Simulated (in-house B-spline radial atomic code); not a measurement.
Inner levels of rhenium as electrons are removed. A shift is the extra binding of the orbital against the neutral atom ([Xe] 4f14 5d5 6s2). The density at the nucleus is averaged over the nuclear charge. Computed with an all-electron radial atomic-structure program (B-spline basis): Dirac-Hartree-Fock, average of the configuration, finite nuclei.

| ion | configuration | shift of 3s1/2 (eV) | shift of 3p3/2 (eV) | shift of 4s1/2 (eV) | radius of 3s1/2 (bohr) | radius of 3p3/2 (bohr) | radius of 4s1/2 (bohr) | Σ<r²> (bohr²) | change of density at nucleus (bohr⁻³) |
| --- | --- | --- | --- | --- | --- | --- | --- | --- | --- |
| Re | [Xe] 4f14 5d5 6s2 | 0 | 0 | 0 | 0.19648 | 0.20159 | 0.44068 | 69.663 | - |
| Re+ | [Xe] 4f14 5d5 6s1 | 7.5826 | 7.5979 | 7.5738 | 0.19648 | 0.20159 | 0.44069 | 53.642 | -58.43 |
| Re2+ | [Xe] 4f14 5d5 | 16.348 | 16.386 | 16.32 | 0.19648 | 0.20159 | 0.44072 | 42.044 | -146.95 |
| Re3+ | [Xe] 4f14 5d4 | 29.889 | 29.928 | 29.845 | 0.19648 | 0.20159 | 0.44071 | 36.416 | -129.76 |
| Re4+ | [Xe] 4f14 5d3 | ? | ? | ? | ? | ? | ? | ? | ? |
| Re5+ | [Xe] 4f14 5d2 | 61.139 | 61.176 | 60.971 | 0.19647 | 0.20158 | 0.44069 | 28.249 | -77.36 |
| Re6+ | [Xe] 4f14 5d1 | 78.513 | 78.547 | 78.224 | 0.19647 | 0.20157 | 0.44067 | 25.057 | -42.89 |
| Re7+ | [Xe] 4f14 | ? | ? | ? | ? | ? | ? | ? | ? |
| Re8+ | [Kr] 4d10 4f14 5s2 5p5 | ? | ? | ? | ? | ? | ? | ? | ? |
| Re9+ | [Kr] 4d10 4f14 5s2 5p4 | 142.36 | 142.31 | 141.29 | 0.19645 | 0.20156 | 0.44059 | 18.631 | 102.1 |
| Re10+ | [Kr] 4d10 4f14 5s2 5p3 | 166.15 | 166.06 | 164.68 | 0.19644 | 0.20155 | 0.44054 | 16.987 | 158.04 |
| Re11+ | [Kr] 4d10 4f14 5s2 5p2 | 190.64 | 190.5 | 188.7 | 0.19643 | 0.20155 | 0.44048 | 15.434 | 216.06 |

(1) Fill in the row of Re4+.

(2) Fill in the row of Re7+.

(3) Fill in the row of Re8+.

Answers

(1) shift of 3s1/2 (eV): 44.886; shift of 3p3/2 (eV): 44.925; shift of 4s1/2 (eV): 44.798; radius of 3s1/2 (bohr): 0.19648; radius of 3p3/2 (bohr): 0.20158; radius of 4s1/2 (bohr): 0.44071; Σ<r²> (bohr²): 31.96; change of density at nucleus (bohr⁻³): -106.43.

(2) shift of 3s1/2 (eV): 96.914; shift of 3p3/2 (eV): 96.944; shift of 4s1/2 (eV): 96.458; radius of 3s1/2 (bohr): 0.19646; radius of 3p3/2 (bohr): 0.20156; radius of 4s1/2 (bohr): 0.44064; Σ<r²> (bohr²): 22.247; change of density at nucleus (bohr⁻³): -3.36.

(3) shift of 3s1/2 (eV): 119.27; shift of 3p3/2 (eV): 119.26; shift of 4s1/2 (eV): 118.54; radius of 3s1/2 (bohr): 0.19646; radius of 3p3/2 (bohr): 0.20156; radius of 4s1/2 (bohr): 0.44062; Σ<r²> (bohr²): 20.38; change of density at nucleus (bohr⁻³): 48.27.
